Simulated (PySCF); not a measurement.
# How methods differ on the ionisation energy of Pt²⁺

Pt²⁺ [Xe] 4f14 5d8 (3F) → Pt³⁺ [Xe] 4f14 5d7 (4F), as a difference of total energies. Calculation: PySCF 2.14, in aug-cc-pVQZ-PP with ECP60MDF (7s7p6d4f3g2h, 135 functions); a scalar-relativistic core potential. Correlated levels: valence: 5s2 5p6 frozen. The calculations carry no spin-orbit coupling.

| method | ionisation energy (eV) |
| --- | --- |
| UHF | 29.093 |
| LDA | 31.426 |
| PBE | 31.100 |
| PBE0 | 30.914 |
| r2SCAN | 30.846 |
| TPSS | 30.781 |
| TPSSh | 30.738 |
| BLYP | 31.051 |
| MP2 (valence) | 30.802 |
| SCS-MP2 (valence) | 30.851 |

Q: How much does correlation contribute at MP2 (valence)?

A: 30.802 − (29.093) = 1.709 eV, measured against UHF.

The reference lies between the lowest fine-structure levels, while these numbers refer to the centres of the terms.

For comparison: 29 ± 1.6 eV (theoretical estimate listed by NIST; NIST Atomic Spectra Database, ionization energies).
